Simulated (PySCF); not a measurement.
Computed Raman spectrum (relative Raman activity) of a molecule C₂H₇InO. Coordinates come from a B3LYP-D3(BJ)/def2-SVP optimisation. The def2 effective core potentials stand for the cores of In; spin–orbit coupling is left out. Other conformers were not sampled. Computed with B3LYP-D3(BJ)/def2-SVP (PySCF). Frequencies are harmonic and unscaled.

Lines under 2 % of the strongest are left out, and lines within 2 cm⁻¹ are merged.

ν (cm⁻¹): 152 (vw), 381 (w), 458 (w), 517 (vw), 571 (w), 904 (w), 1176 (w), 1297 (vw), 1459 (w), 1465 (w), 1491 (w), 1793 (vs), 1821 (s), 2957 (vs), 2983 (s), 3014 (s), 3094 (w), 3103 (m) (against the strongest line: vs over 80 %, s over 45 %, m over 15 %, w over 4 %, vw less)

Q: Which structure fits?
(A) [CH3][In]([CH3])[OH]
(B) C[CH2][InH][OH]
(C) CC[O][InH2]
(D) C[O][InH][CH3]

A: C, CC[O][InH2]
